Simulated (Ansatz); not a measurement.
SnH₃S (SMILES [S-][SnH3]) (charge -1), singlet: a single point displaced at random from a GFN2-xTB minimum.

in.yaml

```yaml
crystal:
  periodic: [false, false, false]
  atoms:
    - {symbol: S, position_ang: [-2.075900, 0.431500, 1.060100]}
    - {symbol: Sn, position_ang: [-0.091300, 0.004600, -0.065300]}
    - {symbol: H, position_ang: [-0.013700, 0.377100, -1.810500]}
    - {symbol: H, position_ang: [0.638500, -1.556300, 0.174400]}
    - {symbol: H, position_ang: [1.371600, 0.723600, 0.590300]}
basis:
  gaussian: {orbitals: "def2-TZVPPD.json"}
total_charge: -1
hamiltonian: {xc: r2scan, dispersion: d4}
output: {forces: true}
```

The basis file named in the input lies beside it (Basis Set Exchange, JSON).

An equivalent command:

```bash
ansatz run in.yaml --threads 4 --pin off --events-out ev --progress --plain
```

The run's output (Ansatz 0.2.0):

```
Functional definition: r2SCAN
  name "r2SCAN"
  cite "Furness, Kaplan, Ning, Perdew & Sun, J. Phys. Chem. Lett. 11, 8208 (2020) doi:10.1021/acs.jpclett.0c02405"
  cite "Furness, Kaplan, Ning, Perdew & Sun, J. Phys. Chem. Lett. 11, 9248 (2020) doi:10.1021/acs.jpclett.0c03077"
  parent r2scan
  parameter k0 = 0.174
  parameter k1 = 0.065
  parameter a1 = 4.9479
  exchange = r2scan_x(k0 = k0, k1 = k1, a1 = a1)
  correlation = r2scan_c
899 factors; their error is unknown
mean field evaluation 1: about -16718.2625 eV, gradient 1.9e1 eV
mean field evaluation 2: about -16717.9931 eV, gradient 2.3e1 eV
mean field evaluation 4: about -16719.0352 eV, gradient 1.9e0 eV
mean field evaluation 8: about -16719.0304 eV, gradient 3.2e-2 eV
mean field -16719.03041238 eV, -614.4130350891 hartree, gradient 8.9e-5 eV, S^2 0.000000; 0 other end points of the search recorded, 0 dependent functions left out
the calculation of the forces begins
reference -16719.03043063 eV, -614.4130357598 hartree; 21, 21 occupied and 137, 137 virtual orbitals, 899 factors
Total energy: -16719.05623569 eV, -614.4139840781 hartree
Atom 0 at    -2.075900     0.431500     1.060100 Å, force     0.195104    -0.038032    -0.223940 eV/Å
Atom 1 at    -0.091300     0.004600    -0.065300 Å, force     0.228510     0.152782     0.170730 eV/Å
Atom 2 at    -0.013700     0.377100    -1.810500 Å, force    -0.024998    -0.168937     0.444848 eV/Å
Atom 3 at     0.638500    -1.556300     0.174400 Å, force    -0.279809    -0.386948    -0.289472 eV/Å
Atom 4 at     1.371600     0.723600     0.590300 Å, force    -0.118807     0.441134    -0.102166 eV/Å
Dipole moment:     0.690879    -0.159471    -0.480161 e Å
```

The run took about 2.3 s on 4 CPU threads (shared host).
